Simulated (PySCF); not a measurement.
CH4ClFOSi. Atoms are numbered in the order given.

```xyz
9

C      1.8025    -0.1911    -0.7968
Si     0.0231    -0.0199    -0.3444
O     -0.8300    -1.2800    -0.9691
F     -0.5751     1.3754    -0.9184
Cl    -0.2398     0.0784     1.7076
H      2.2219    -1.1126    -0.3655
H      2.3796     0.6659    -0.4179
H      1.9145    -0.2346    -1.8915
H     -1.7617    -1.3651    -0.7330
```
Charge 0, spin multiplicity 1.

Geometry: B3LYP-D3(BJ)/def2-SVP. This is a generated structure with no PubChem entry under its InChIKey; it may be hypothetical. One conformer was computed; it need not be the lowest.

Method: TDA-PBE/def2-SVPD in PySCF.

Vertical excitations. Gas-phase values at a fixed geometry.

```tsv
state	energy (eV)	λ (nm)	f	main pairs
S1	7.16	173	0.021	HOMO→LUMO 96 %
S2	7.30	170	0.058	HOMO−1→LUMO 96 %
S3	7.88	157	0.038	HOMO−2→LUMO 86 %, HOMO→LUMO+1 13 %
S4	8.06	154	0.027	HOMO−3→LUMO 57 %, HOMO→LUMO+1 25 %, HOMO−1→LUMO+1 12 %
S5	8.08	153	0.030	HOMO→LUMO+1 55 %, HOMO−3→LUMO 31 %, HOMO−2→LUMO 9 %
S6	8.23	151	0.055	HOMO−1→LUMO+1 78 %
S7	8.44	147	0.011	HOMO→LUMO+2 81 %
S8	8.57	145	0.013	HOMO−1→LUMO+2 66 %, HOMO−4→LUMO 14 %, HOMO→LUMO+3 12 %
S9	8.60	144	0.025	HOMO−4→LUMO 40 %, HOMO→LUMO+3 28 %, HOMO−1→LUMO+2 25 %
S10	8.66	143	0.030	HOMO−4→LUMO 41 %, HOMO→LUMO+3 36 %, HOMO−1→LUMO+3 9 %, HOMO→LUMO+2 7 %
T1	6.97	178	0	HOMO→LUMO 99 %
T2	7.13	174	0	HOMO−1→LUMO 99 %
T3	7.64	162	0	HOMO−2→LUMO 87 %
T4	7.80	159	0	HOMO→LUMO+1 61 %, HOMO−3→LUMO 23 %, HOMO−2→LUMO 11 %
```
Triplets are in the Tamm–Dancoff approximation.
